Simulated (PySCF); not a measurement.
From results back to the method.

Compound: [GaFH3]- (charge -1).
SMILES: `[H][Ga-]([H])([H])[F]`

The closed-shell ground state was solved 3 times with PySCF (density fitting, gas phase), always in the pcSseg-1 (pcSseg-2 on Ga) basis (95 functions), with these functionals: B3LYP, PBE and PBE0. Geometry: PBE0-D3(BJ)/def2-SVP; no solvent, vibrations or thermal averaging. Relativistic effects, spin–orbit coupling among them, are left out although an element past zinc is present. No diffuse functions stand in pcSseg-1 (pcSseg-2 on Ga), which bears on an anion's orbital energies.

| row | total energy (Eh) | HOMO (eV) | LUMO (eV) |
| --- | --- | --- | --- |
| P | -2026.2175 | -0.89 | 4.57 |
| Q | -2026.2507 | -2.22 | 5.21 |
| R | -2026.6721 | -2.02 | 4.96 |

Q: Which functional belongs to which row?

A: P = PBE, Q = PBE0, R = B3LYP. By rising HOMO–LUMO gap: PBE (GGA) 5.46 eV; B3LYP (global hybrid, 20 % exact exchange) 6.98 eV; PBE0 (global hybrid, 25 % exact exchange) 7.43 eV. Total energies of different functionals aren't bounds to one another; each is stationary for its own functional.
